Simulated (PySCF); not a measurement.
Identify the unknown among the candidates.

All candidates are C6H11NOSi.

| technique | computed result |
| --- | --- |
| 13C NMR | chemical shifts (computed TMS as zero) by class: 178.8 (1 C), 89.7 (1 C), 77.0 (1 C), 39.5 (1 C), 35.7 (1 C), 13.0 (1 C) ppm [GIAO PBE0/pcSseg-1] |
| Dipole | 3.22 D [PBE0/pcSseg-1] |
| NMR, other nuclei | isotropic shieldings of nuclei other than C and H, by class: 102 (1 N), -161 (1 O), 436 (1 Si) ppm [GIAO PBE0/pcSseg-1] |
| 1H NMR | chemical shifts (computed TMS as zero) by class: 5.25 (1 H), 4.70 (1 H), 4.08 (3 H), 1.88 (1 H), 1.67 (1 H), 1.37 (1 H), 1.03 (3 H) ppm [GIAO PBE0/pcSseg-1] |
| Rotational structure | rotational constants A, B, C: 1.796, 0.823, 0.663 GHz [GFN2-xTB] |

Gas-phase values; electronic properties from PySCF, density fitting. Levels stand in brackets. Isolated species at its GFN2-xTB geometry (one conformer only). GFN2-xTB frequencies show an imaginary mode (37i cm⁻¹), so this geometry is no minimum at that level. Each NMR value is the plain mean over a class of atoms that symmetry, rotation or inversion makes alike.

Task: Which candidate is it?
A. `C=NC(=O)/C=C\[SiH](C)C`
B. `C#C[C@@H](CC)NC(=O)[SiH3]`
C. `[H]/N=C/[C@@H]1C=C(OC)C[SiH2]1`
D. `C=CCC[C@@H](C#N)O[SiH3]`

Result: B. It is `C#C[C@@H](CC)NC(=O)[SiH3]`. Numbering: `[CH:1]#[C:2][C@@H:3]([CH2:4][CH3:5])[NH:6][C:7](=[O:8])[SiH3:9]`. Its formula, C6H11NOSi, gives 3 degrees of unsaturation: 0 rings and 3 π bonds in the structure found. 6 carbons fall into 6 classes; from least to most shielded: carbonyl carbon [C7] (178.8 ppm), alkyne carbon [C2] (89.7 ppm), terminal alkyne carbon [C1] (77.0 ppm), sp3 carbon bound to nitrogen [C3] (39.5 ppm), chain CH2 carbon [C4] (35.7 ppm), methyl carbon [C5] (13.0 ppm). Hydrogen classes from least to most shielded: 1 H on an sp3 carbon bound to nitrogen, C3 (5.25 ppm), 1 H on a nitrogen bound to a carbonyl carbon, N6 (4.70 ppm), 3 H on an SiH3 silicon, Si9 (4.08 ppm), 1 H on a chain CH2 carbon, C4 (1.88 ppm), 1 H on a terminal alkyne carbon, C1 (1.67 ppm), 1 H on a chain CH2 carbon, C4 (1.37 ppm), 3 H on a methyl carbon, C5 (1.03 ppm). The other shieldings belong to: 102 ppm, nitrogen bound to a carbonyl carbon [N6]; -161 ppm, carbonyl oxygen [O8]; 436 ppm, SiH3 silicon [Si9]. The optimised geometry has point group C1 and is an asymmetric top.

The others, at the same levels:
- `C=NC(=O)/C=C\[SiH](C)C` fails: it has 5 carbon classes against 6; its computed 13C shifts are 177.6 (1 C), 168.8 (1 C), 149.7 (1 C), 141.0 (1 C), -0.6 (2 C) ppm, 1H shifts are 7.71 (1 H), 7.43 (1 H), 7.38 (1 H), 6.61 (1 H), 5.02 (1 H), 0.19 (6 H) ppm and rotational constant A is 3.332 GHz (against 1.796 GHz).
- `C=CCC[C@@H](C#N)O[SiH3]` fails: its computed 13C shifts are 146.2 (1 C), 123.0 (1 C), 122.7 (1 C), 65.7 (1 C), 42.5 (1 C), 36.0 (1 C) ppm, 1H shifts are 6.17 (1 H), 5.50 (1 H), 5.37 (1 H), 4.97 (3 H), 4.14 (1 H), 2.60 (1 H), 2.07 (1 H), 1.90 (1 H), 1.80 (1 H) ppm and rotational constant A is 2.727 GHz (against 1.796 GHz).
- `[H]/N=C/[C@@H]1C=C(OC)C[SiH2]1` fails: its computed 13C shifts are 181.1 (1 C), 171.4 (1 C), 99.8 (1 C), 57.0 (1 C), 43.5 (1 C), 18.7 (1 C) ppm, 1H shifts are 10.36 (1 H), 8.17 (1 H), 4.51 (1 H), 4.49 (1 H), 4.23 (1 H), 3.77 (3 H), 3.47 (1 H), 1.94 (1 H), 1.87 (1 H) ppm and rotational constant A is 2.238 GHz (against 1.796 GHz).

Each candidate is one conformer, not necessarily the lowest. Dipoles, sizes and rotational constants follow the conformer. The torsions of the flexible species, by atom-mapped SMILES:
- `[CH:1]#[C:2][C@@H:3]([CH2:4][CH3:5])[NH:6][C:7](=[O:8])[SiH3:9]`: C2–C3–C4–C5 -175°, C2–C3–N6–C7 121°, C3–N6–C7–O8 0°
- `[CH2:1]=[N:2][C:3](=[O:4])/[CH:5]=[CH:6]\[SiH:7]([CH3:8])[CH3:9]`: C1–N2–C3–O4 86°, N2–C3–C5–C6 -177°, C5–C6–Si7–C8 -172°
- `[CH2:1]=[CH:2][CH2:3][CH2:4][C@@H:5]([C:6]#[N:7])[O:8][SiH3:9]`: C1–C2–C3–C4 -120°, C2–C3–C4–C5 -179°, C3–C4–C5–C6 61°, C4–C5–O8–Si9 170°

The conformers of `[H]/N=C/[C@@H]1C=C(OC)C[SiH2]1` aren't listed.
